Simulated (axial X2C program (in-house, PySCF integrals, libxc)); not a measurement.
# How Eeff and hyperfine constants grow with Z: ²Σ-like states with H

Computed with an axial X2C code built on PySCF integrals: two-component X2C with atomic mean-field Coulomb and Gaunt terms, Dyall basis sets with cores contracted in-house.

Expectation values of the lowest PBE0 determinant (Ω = 1/2, unpaired electron mainly in an s–p hybrid of the heavier atom) near its minimum. Eeff is the effective electric field on the electron electric dipole moment, Ws the scalar–pseudoscalar constant of the heavier nucleus (per Ω, with Z), A∥/gI the hyperfine factor of the heavier nucleus; magnitudes are given.

Basis sets: Ba dyall-cv3z, Be dyall-cv3z, H dyall-v3z, Mg dyall-cv3z.

```json
{"molecule": "BeH", "Z": "4", "R (Å)": "1.348", "s share": "0.37", "Eeff HF (GV/cm)": "0.0023", "Eeff PBE0 (GV/cm)": "0.00224", "Ws PBE0 (kHz)": "0.0018", "A∥/gI PBE0 (MHz)": "250"}
{"molecule": "MgH", "Z": "12", "R (Å)": "1.740", "s share": "0.43", "Eeff HF (GV/cm)": "0.075", "Eeff PBE0 (GV/cm)": "0.0707", "Ws PBE0 (kHz)": "0.0554", "A∥/gI PBE0 (MHz)": "557"}
{"molecule": "BaH", "Z": "56", "R (Å)": "2.218", "s share": "0.71", "Eeff HF (GV/cm)": "7.81", "Eeff PBE0 (GV/cm)": "6.55", "Ws PBE0 (kHz)": "8.22", "A∥/gI PBE0 (MHz)": "3020"}
```

Problem. With what power of Z do Eeff and A∥/gI grow over this set (PBE0, straight line in log–log)?

Solution. Eeff ∝ Z^3.0, A∥/gI ∝ Z^1.0. A simple estimate for Eeff is Z³ times a relativistic enhancement, modulated by the s–p mixing of each molecule. The ratio Eeff/Ws, which depends mainly on the nucleus, runs from 1.25 (BeH) to 0.797 GV/cm per kHz (BaH).

Single determinants with collinear spin; operators transformed with the bare-nucleus X2C matrices; values can be off by tens of per cent, and the determinant need not be the ground state.
